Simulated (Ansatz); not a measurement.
Geometry optimisation, RHF/def2-SVP (Ansatz).

input.yaml

```yaml
crystal:
  periodic: [false, false, false]
  atoms:
    - { symbol: W, position_ang: [0.133543, 0.358508, -0.406431] }
    - { symbol: O, position_ang: [0.454508, -0.418993, 2.6329] }
    - { symbol: H, position_ang: [-0.224944, -0.919079, 3.07193] }
    - { symbol: O, position_ang: [1.77677, -0.385542, -0.330782] }
    - { symbol: H, position_ang: [2.578706, -0.66591, 0.115093] }
    - { symbol: F, position_ang: [0.526337, 1.642312, -1.676361] }
    - { symbol: F, position_ang: [-1.493458, 1.091658, 0.052936] }
    - { symbol: F, position_ang: [-0.570642, -1.186179, 0.323619] }
    - { symbol: F, position_ang: [-0.47729, -0.424026, -1.966426] }
    - { symbol: Cl, position_ang: [0.979749, 2.024048, 1.072999] }
    - { symbol: H, position_ang: [0.461321, 0.449104, 3.062322] }
basis:
  gaussian: { orbitals: def2-SVP }
hamiltonian:
  xc: hf
relax:
  f_tol: 0.03
  max_steps: 50
```

Command:

```bash
$ ansatz run input.yaml --threads 4 --pin off --max-ram 5120MiB --backend cpu --events-out ev --progress --plain --runs-dir out
```

Q: Where does it end, and by what steps?

A: The run converged. The force dipped under the threshold on the way, but the program's further checks kept it going. After 31 steps the energy has fallen by 0.834 eV; F7 moved furthest, 2.22 Å.

| step | energy less start (eV) | largest force component (eV/Å) | accepted |
| --- | --- | --- | --- |
| 0 | 0.0000 | 1.188 | yes |
| 2 | -0.1316 | 1.353 | yes |
| 4 | -0.1750 | 2.722 | yes |
| 6 | -0.4246 | 0.512 | yes |
| 8 | -0.5659 | 0.530 | yes |
| 10 | -0.6911 | 0.669 | yes |
| 12 | -0.7310 | 0.891 | yes |
| 14 | -0.7881 | 0.174 | yes |
| 16 | -0.8048 | 0.576 | no |
| 18 | -0.8193 | 0.117 | yes |
| 20 | -0.8241 | 0.054 | yes |
| 22 | -0.8274 | 0.393 | no |
| 24 | -0.8313 | 0.115 | yes |
| 26 | -0.8328 | 0.143 | yes |
| 28 | -0.8340 | 0.010 | yes |
| 30 | -0.8342 | 0.035 | yes |
| 31 | -0.8344 | 0.012 | yes |

```xyz
11
Properties=species:S:1:pos:R:3
W -0.269 0.742 -0.682
O 1.684 -1.134 2.784
H 1.367 -1.901 3.238
O 0.547 -0.079 0.664
H 0.977 -0.479 1.442
F 1.321 1.191 -1.492
F -1.129 1.601 -2.078
F -1.939 0.291 -0.049
F -0.312 -0.779 -1.725
Cl -0.320 2.759 0.454
H 2.218 -0.646 3.395
```

Whether the end is a true minimum wasn't checked by a vibrational analysis.

Time of the run: 66 s on 4 threads of Arm Neoverse V2 (shared host), peak memory 0.45 GiB.
